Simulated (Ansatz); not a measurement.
Relaxation of GeHMe2(OiPr) (C₅H₁₄GeO) with RKS PBE0-D4/def2-SVP.

```sh
$ ansatz run in.yaml --threads 2 --pin off --events-out ev --progress --plain --max-ram 32768MiB --backend cuda --devices 0, --max-vram 18GiB
```

```yaml
crystal:
  periodic: [false, false, false]
  atoms:
    - {symbol: Ge, position_ang: [0.959110, 1.085990, 0.175930]}
    - {symbol: H, position_ang: [1.188430, 1.281520, 1.676660]}
    - {symbol: C, position_ang: [2.631640, 1.108370, -0.865660]}
    - {symbol: H, position_ang: [3.080690, 2.097210, -0.864410]}
    - {symbol: H, position_ang: [2.418800, 0.827060, -1.893250]}
    - {symbol: H, position_ang: [3.350630, 0.401540, -0.463760]}
    - {symbol: C, position_ang: [-0.375220, 2.392270, -0.505080]}
    - {symbol: H, position_ang: [0.057450, 3.387370, -0.536100]}
    - {symbol: H, position_ang: [-1.270350, 2.430390, 0.108510]}
    - {symbol: H, position_ang: [-0.664630, 2.115690, -1.515780]}
    - {symbol: O, position_ang: [0.411520, -0.570780, -0.090190]}
    - {symbol: C, position_ang: [-0.500050, -1.359600, 0.641490]}
    - {symbol: C, position_ang: [-0.706580, -2.652380, -0.144340]}
    - {symbol: C, position_ang: [-1.826610, -0.645240, 0.876340]}
    - {symbol: H, position_ang: [-0.057110, -1.603500, 1.619280]}
    - {symbol: H, position_ang: [-1.159640, -2.427020, -1.106420]}
    - {symbol: H, position_ang: [-1.350900, -3.331980, 0.406800]}
    - {symbol: H, position_ang: [0.252540, -3.132030, -0.318980]}
    - {symbol: H, position_ang: [-1.664050, 0.239080, 1.491110]}
    - {symbol: H, position_ang: [-2.251190, -0.338560, -0.076570]}
    - {symbol: H, position_ang: [-2.524490, -1.305400, 1.384410]}
basis:
  gaussian: {orbitals: def2-SVP}
hamiltonian: {xc: pbe0, dispersion: d4}
scf: {lower_state_search: "off"}
output: {orbitals: {seedname: orbitals}}
relax: {f_tol: 0.02, max_steps: 100}
```

Hardware: 2 threads of AMD EPYC 7R13 on a shared host and a share (18 GiB) of an NVIDIA H100 80GB HBM3. Wall time 39 s, peak host memory 0.95 GiB.

Positions (Å) and forces (eV/Å) at steps 1, 2, 3, 4, 5, 6, 7, 10, 11 of 11:

```xyz
21
step=1 energy=-63951.6453 eV
Ge    0.959    1.086    0.176    0.117    0.604   -0.541
H     1.188    1.282    1.677    0.076    0.085    0.330
C     2.632    1.108   -0.866   -0.741    0.156    0.431
H     3.081    2.097   -0.864    0.191    0.468    0.008
H     2.419    0.827   -1.893   -0.156   -0.121   -0.433
H     3.351    0.402   -0.464    0.244   -0.344    0.261
C    -0.375    2.392   -0.505    0.645   -0.656    0.236
H     0.057    3.387   -0.536    0.258    0.479    0.001
H    -1.270    2.430    0.109   -0.340   -0.068    0.329
H    -0.665    2.116   -1.516   -0.100   -0.147   -0.431
O     0.412   -0.571   -0.090   -0.301   -0.663   -0.210
C    -0.500   -1.360    0.641   -0.159    0.091   -0.512
C    -0.707   -2.652   -0.144    0.235    0.617    0.482
C    -1.827   -0.645    0.876    0.742   -0.206   -0.016
H    -0.057   -1.603    1.619    0.086   -0.098    0.268
H    -1.160   -2.427   -1.106   -0.203    0.080   -0.422
H    -1.351   -3.332    0.407   -0.285   -0.347    0.198
H     0.253   -3.132   -0.319    0.380   -0.230   -0.094
H    -1.664    0.239    1.491   -0.095    0.362    0.262
H    -2.251   -0.339   -0.077   -0.239    0.137   -0.398
H    -2.524   -1.305    1.384   -0.356   -0.198    0.251
21
step=2 energy=-63951.7257 eV
Ge    0.965    1.068    0.173    0.075    0.436   -0.190
H     1.204    1.272    1.688   -0.008   -0.040    0.047
C     2.613    1.147   -0.863   -0.206   -0.066    0.198
H     3.060    2.148   -0.845    0.018    0.093    0.024
H     2.391    0.874   -1.902   -0.009   -0.028   -0.102
H     3.330    0.425   -0.456    0.126   -0.067   -0.005
C    -0.336    2.366   -0.511    0.140   -0.220    0.170
H     0.102    3.372   -0.521    0.044    0.104    0.006
H    -1.234    2.379    0.117   -0.109    0.040    0.018
H    -0.622    2.095   -1.534   -0.024   -0.031   -0.087
O     0.391   -0.585   -0.129   -0.107   -0.303   -0.157
C    -0.513   -1.360    0.623    0.042    0.059   -0.070
C    -0.711   -2.665   -0.136    0.001    0.263    0.173
C    -1.829   -0.633    0.875    0.242   -0.144   -0.080
H    -0.057   -1.595    1.604    0.017   -0.027    0.108
H    -1.177   -2.458   -1.107   -0.057   -0.012   -0.122
H    -1.351   -3.354    0.429   -0.076   -0.099    0.040
H     0.258   -3.145   -0.315    0.094   -0.045   -0.016
H    -1.671    0.273    1.476   -0.015    0.082    0.065
H    -2.283   -0.343   -0.082   -0.088    0.043   -0.091
H    -2.532   -1.280    1.416   -0.099   -0.035    0.070
21
step=3 energy=-63951.7396 eV
Ge    0.963    1.067    0.154    0.018    0.072    0.113
H     1.195    1.242    1.679   -0.019   -0.041   -0.030
C     2.617    1.148   -0.856    0.008    0.000   -0.013
H     3.060    2.154   -0.806   -0.004   -0.048   -0.014
H     2.400    0.903   -1.908    0.041    0.021    0.037
H     3.341    0.415   -0.468   -0.033    0.045   -0.025
C    -0.337    2.361   -0.505    0.000    0.030    0.000
H     0.101    3.372   -0.492   -0.041   -0.032   -0.013
H    -1.251    2.364    0.108    0.048    0.006   -0.044
H    -0.607    2.104   -1.541   -0.003    0.031    0.035
O     0.381   -0.589   -0.167   -0.048   -0.136   -0.089
C    -0.507   -1.353    0.611    0.018    0.043    0.010
C    -0.716   -2.667   -0.123   -0.006    0.006    0.019
C    -1.823   -0.630    0.869   -0.018   -0.010   -0.006
H    -0.040   -1.576    1.595   -0.013    0.013   -0.007
H    -1.194   -2.478   -1.099    0.019   -0.016    0.040
H    -1.352   -3.355    0.456    0.023    0.022   -0.022
H     0.255   -3.150   -0.308   -0.030    0.003    0.001
H    -1.667    0.291    1.454   -0.008   -0.029   -0.019
H    -2.300   -0.356   -0.088    0.019   -0.011    0.048
H    -2.520   -1.267    1.436    0.029    0.031   -0.022
21
step=4 energy=-63951.7414 eV
Ge    0.956    1.057    0.150    0.078    0.146   -0.004
H     1.189    1.217    1.677   -0.030   -0.066   -0.021
C     2.611    1.147   -0.858    0.016    0.007    0.005
H     3.057    2.152   -0.800   -0.002   -0.031   -0.006
H     2.399    0.913   -1.913    0.021    0.013    0.026
H     3.333    0.411   -0.476   -0.016    0.029   -0.020
C    -0.335    2.363   -0.501   -0.010    0.025    0.018
H     0.105    3.373   -0.481   -0.027   -0.018   -0.007
H    -1.250    2.367    0.110    0.029    0.008   -0.033
H    -0.606    2.117   -1.539    0.001    0.017    0.023
O     0.368   -0.590   -0.202   -0.054   -0.049    0.021
C    -0.504   -1.345    0.604   -0.010   -0.080   -0.105
C    -0.711   -2.667   -0.114   -0.050    0.007    0.039
C    -1.823   -0.631    0.868    0.010    0.022   -0.023
H    -0.021   -1.550    1.582   -0.012    0.002    0.033
H    -1.153   -2.486   -1.106   -0.004    0.005    0.009
H    -1.379   -3.333    0.452   -0.001   -0.031    0.025
H     0.253   -3.174   -0.260    0.035   -0.012   -0.012
H    -1.669    0.283    1.464   -0.025    0.000   -0.007
H    -2.302   -0.347   -0.084    0.024   -0.022    0.036
H    -2.518   -1.278    1.427    0.027    0.027    0.003
21
step=5 energy=-63951.7478 eV
Ge    0.953    1.053    0.136   -0.006   -0.042    0.032
H     1.165    1.158    1.671   -0.010   -0.011   -0.048
C     2.615    1.158   -0.857    0.071    0.002   -0.026
H     3.068    2.158   -0.771   -0.023   -0.042    0.000
H     2.418    0.950   -1.920    0.004    0.013    0.051
H     3.332    0.411   -0.484   -0.018    0.026   -0.017
C    -0.327    2.375   -0.502   -0.040    0.072   -0.008
H     0.110    3.386   -0.459   -0.016   -0.042   -0.002
H    -1.249    2.367    0.097    0.025    0.001   -0.023
H    -0.589    2.152   -1.548    0.014    0.006    0.039
O     0.350   -0.592   -0.236   -0.018    0.034   -0.003
C    -0.506   -1.344    0.591    0.037   -0.022    0.018
C    -0.715   -2.680   -0.098   -0.038   -0.035   -0.035
C    -1.823   -0.632    0.864   -0.072    0.024   -0.017
H    -0.011   -1.530    1.568   -0.009    0.005   -0.010
H    -1.180   -2.520   -1.085    0.011   -0.012    0.044
H    -1.365   -3.346    0.492    0.033    0.027    0.000
H     0.251   -3.181   -0.258   -0.014    0.018    0.002
H    -1.669    0.298    1.436    0.000   -0.032   -0.027
H    -2.323   -0.373   -0.086    0.029   -0.019    0.046
H    -2.505   -1.269    1.450    0.037    0.028   -0.016
21
step=6 energy=-63951.7520 eV
Ge    0.944    1.046    0.112   -0.030   -0.084    0.060
H     1.141    1.105    1.651   -0.006    0.000   -0.029
C     2.622    1.161   -0.851    0.041    0.003   -0.062
H     3.082    2.155   -0.731   -0.031   -0.039    0.004
H     2.439    0.987   -1.923    0.015    0.009    0.043
H     3.328    0.398   -0.492   -0.018    0.011   -0.006
C    -0.316    2.399   -0.500   -0.012    0.045   -0.049
H     0.128    3.405   -0.425   -0.006   -0.043    0.003
H    -1.245    2.384    0.087    0.012   -0.006   -0.005
H    -0.568    2.207   -1.554    0.007    0.011    0.035
O     0.313   -0.587   -0.288   -0.001    0.070    0.014
C    -0.511   -1.340    0.572    0.044    0.002    0.057
C    -0.715   -2.696   -0.080   -0.023   -0.037   -0.049
C    -1.833   -0.641    0.856   -0.084    0.017    0.002
H     0.007   -1.495    1.544   -0.020    0.006   -0.047
H    -1.217   -2.568   -1.054    0.028   -0.020    0.071
H    -1.330   -3.361    0.550    0.052    0.061   -0.035
H     0.257   -3.180   -0.261   -0.037    0.023    0.006
H    -1.680    0.310    1.395    0.002   -0.045   -0.032
H    -2.359   -0.420   -0.089    0.031   -0.015    0.051
H    -2.488   -1.269    1.481    0.036    0.032   -0.032
21
step=7 energy=-63951.7544 eV
Ge    0.936    1.045    0.104   -0.045   -0.077   -0.018
H     1.119    1.068    1.644    0.009    0.023   -0.027
C     2.621    1.152   -0.852    0.029    0.022   -0.014
H     3.090    2.137   -0.706   -0.007   -0.032   -0.007
H     2.444    1.004   -1.929   -0.003    0.004    0.041
H     3.313    0.373   -0.502   -0.008    0.009   -0.006
C    -0.303    2.422   -0.500    0.018    0.032   -0.017
H     0.151    3.421   -0.397   -0.018   -0.025    0.000
H    -1.239    2.402    0.075    0.002    0.003    0.000
H    -0.543    2.256   -1.562    0.016    0.001    0.036
O     0.280   -0.571   -0.321   -0.034    0.010    0.045
C    -0.516   -1.331    0.560    0.044    0.003    0.012
C    -0.704   -2.700   -0.069   -0.025   -0.020   -0.021
C    -1.848   -0.652    0.853   -0.048    0.004    0.004
H     0.019   -1.463    1.527   -0.026    0.006   -0.044
H    -1.236   -2.600   -1.030    0.036   -0.016    0.067
H    -1.284   -3.370    0.588    0.045    0.055   -0.048
H     0.275   -3.162   -0.268   -0.034    0.017    0.003
H    -1.703    0.313    1.367   -0.005   -0.037   -0.023
H    -2.393   -0.463   -0.087    0.028   -0.010    0.047
H    -2.480   -1.280    1.503    0.028    0.030   -0.032
21
step=10 energy=-63951.7571 eV
Ge    0.923    1.052    0.089    0.007   -0.001   -0.009
H     1.116    1.059    1.627    0.000    0.005    0.004
C     2.612    1.121   -0.865    0.002    0.003    0.008
H     3.120    2.082   -0.693    0.000   -0.002   -0.003
H     2.430    1.009   -1.944   -0.001    0.000   -0.004
H     3.273    0.306   -0.537   -0.005    0.003   -0.002
C    -0.277    2.473   -0.491    0.002    0.002    0.006
H     0.187    3.458   -0.330   -0.003   -0.002    0.000
H    -1.229    2.439    0.058    0.002    0.000   -0.002
H    -0.489    2.356   -1.564    0.002    0.000    0.004
O     0.218   -0.536   -0.346   -0.017   -0.017    0.012
C    -0.534   -1.315    0.555    0.002    0.009   -0.026
C    -0.668   -2.701   -0.050    0.007    0.006    0.008
C    -1.889   -0.685    0.847    0.010   -0.002   -0.001
H     0.014   -1.409    1.517    0.002    0.000    0.007
H    -1.220   -2.644   -1.001   -0.001    0.003   -0.007
H    -1.204   -3.383    0.627   -0.004   -0.005    0.004
H     0.327   -3.119   -0.259    0.001   -0.002    0.000
H    -1.775    0.297    1.335   -0.001    0.002    0.001
H    -2.448   -0.539   -0.091   -0.002    0.000   -0.005
H    -2.489   -1.320    1.517   -0.004   -0.003    0.004
21
step=11 energy=-63951.7572 eV
Ge    0.925    1.052    0.089   -0.006    0.005   -0.002
H     1.122    1.060    1.626    0.007   -0.006   -0.001
C     2.609    1.116   -0.875    0.005   -0.007    0.006
H     3.126    2.071   -0.700   -0.001    0.000    0.000
H     2.420    1.011   -1.953   -0.003    0.001    0.001
H     3.264    0.294   -0.554    0.002    0.002   -0.003
C    -0.270    2.480   -0.481   -0.009    0.006   -0.001
H     0.192    3.463   -0.308    0.001    0.000    0.000
H    -1.225    2.441    0.063    0.002    0.001   -0.002
H    -0.478    2.375   -1.557   -0.002    0.001    0.000
O     0.210   -0.531   -0.347    0.009    0.002   -0.006
C    -0.539   -1.311    0.556   -0.003    0.002    0.005
C    -0.659   -2.701   -0.042    0.006   -0.002   -0.003
C    -1.899   -0.690    0.839   -0.001    0.003    0.001
H     0.007   -1.396    1.520    0.001   -0.001    0.004
H    -1.203   -2.653   -0.998   -0.002    0.001   -0.004
H    -1.196   -3.383    0.634   -0.004   -0.005    0.005
H     0.340   -3.115   -0.241    0.000   -0.001    0.002
H    -1.795    0.295    1.322    0.000   -0.001   -0.002
H    -2.455   -0.553   -0.101   -0.002    0.001   -0.003
H    -2.497   -1.325    1.510   -0.002   -0.002    0.002
```
